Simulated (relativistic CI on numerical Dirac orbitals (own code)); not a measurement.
**Spin-allowed bands of a d2 ion in an octahedral site, by hand**

Problem. Take Δ = 16400 cm⁻¹ and B = 870 cm⁻¹ for a d2 ion in an octahedral site. Calculate the three spin-allowed bands.

Working.
1. The terms of highest spin are 3F (energy 0) and 3P (15B = 13050 cm⁻¹). Here the F term splits into A2 at +1.2Δ = 19680, T2 at +0.2Δ = 3280 and T1 at −0.6Δ = -9840 cm⁻¹.
2. The two T1 states mix through the element 0.4Δ: H = [[-9840, 6560], [6560, 13050]], with roots ½(H₁₁ + H₂₂) ∓ ½√[(H₂₂ − H₁₁)² + 4H₁₂²] = ½(3210) ∓ ½(26383) = -11587 and 14797 cm⁻¹.
3. The ground term is 3T1 at -11587 cm⁻¹.
4. Bands: 3T2 14867 cm⁻¹ (673 nm), 3T1(P) 26383 cm⁻¹ (379 nm), 3A2 31267 cm⁻¹ (320 nm).

Check. Exact diagonalisation of the whole d2 shell with these parameters gives 3T2 14867, 3T1 26383, 3A2 31267 cm⁻¹. The match is exact, since without spin-orbit coupling no other term has this spin. The ratio of the second band to the first, 1.775, depends on Δ/B = 18.9 alone, which is how a Tanabe-Sugano diagram is read.
